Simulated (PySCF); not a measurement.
C2H10OSi3, SMILES [SiH2]1C[SiH2][C@H](O1)[SiH3].

The structure is a stationary point at PBE-D3(BJ)/def2-SVP. The structure was generated by enumeration; whether it is a known compound was not checked. One conformer was computed; it need not be the lowest.

The numbers are results of PBE-D3(BJ)/def2-SVP run with PySCF 2.14.0, not measurements.

Frequencies are harmonic and unscaled.

Computed harmonic wavenumbers and intensities:
| mode | ν (cm⁻¹) | IR (km/mol) | moving atoms (share of kinetic energy) |
|---|---|---|---|
| 1 | 53 | 0.9 | H 48 %, C 33 %, Si 18 % |
| 2 | 71 | 1.2 | Si 52 %, O 24 %, H 20 % |
| 3 | 131 | 0.1 | H 48 %, Si 37 %, C 8 % |
| 4 | 167 | 0.2 | H 77 %, Si 16 % |
| 5 | 205 | 4.3 | O 40 %, Si 27 %, H 24 %, C 8 % |
| 6 | 360 | 0.7 | Si 60 %, H 22 %, C 15 % |
| 7 | 403 | 9.7 | O 36 %, Si 30 %, H 20 %, C 14 % |
| 8 | 464 | 5.0 | H 67 %, Si 22 %, C 10 % |
| 9 | 484 | 5.7 | H 61 %, Si 25 % |
| 10 | 503 | 1.3 | H 73 %, Si 21 % |
| 11 | 550 | 3.2 | H 77 %, Si 13 % |
| 12 | 617 | 14.9 | H 70 %, O 12 %, Si 10 %, C 9 % |
| 13 | 634 | 2.7 | C 45 %, H 41 %, Si 13 % |
| 14 | 675 | 6.1 | H 73 %, C 13 %, Si 10 % |
| 15 | 686 | 29.0 | H 55 %, C 25 %, Si 14 % |
| 16 | 700 | 39.8 | H 39 %, C 37 %, Si 19 % |
| 17 | 735 | 7.7 | O 30 %, H 30 %, Si 22 %, C 18 % |
| 18 | 746 | 73.7 | H 54 %, C 33 %, Si 12 % |
| 19 | 775 | 36.1 | H 75 %, C 18 % |
| 20 | 798 | 7.9 | C 46 %, H 40 %, Si 14 % |
| 21 | 860 | 448.6 | H 76 %, Si 17 % |
| 22 | 889 | 99.0 | H 80 %, Si 15 % |
| 23 | 901 | 39.1 | H 97 % |
| 24 | 907 | 36.9 | H 94 % |
| 25 | 913 | 62.5 | H 95 % |
| 26 | 931 | 36.4 | H 86 %, C 8 % |
| 27 | 945 | 42.9 | H 93 % |
| 28 | 972 | 170.0 | H 73 %, C 22 % |
| 29 | 1007 | 22.0 | H 55 %, C 29 %, O 14 % |
| 30 | 1034 | 75.0 | C 37 %, O 32 %, H 29 % |
| 31 | 1235 | 5.7 | H 85 % |
| 32 | 1326 | 12.2 | H 92 % |
| 33 | 2147 | 10.2 | H 98 % |
| 34 | 2150 | 156.2 | H 97 % |
| 35 | 2156 | 39.6 | H 97 % |
| 36 | 2160 | 162.8 | H 96 % |
| 37 | 2162 | 138.8 | H 96 % |
| 38 | 2175 | 98.9 | H 96 % |
| 39 | 2181 | 130.2 | H 97 % |
| 40 | 2977 | 9.2 | H 92 % |
| 41 | 3016 | 0.0 | H 95 % |
| 42 | 3084 | 0.2 | H 91 %, C 9 % |
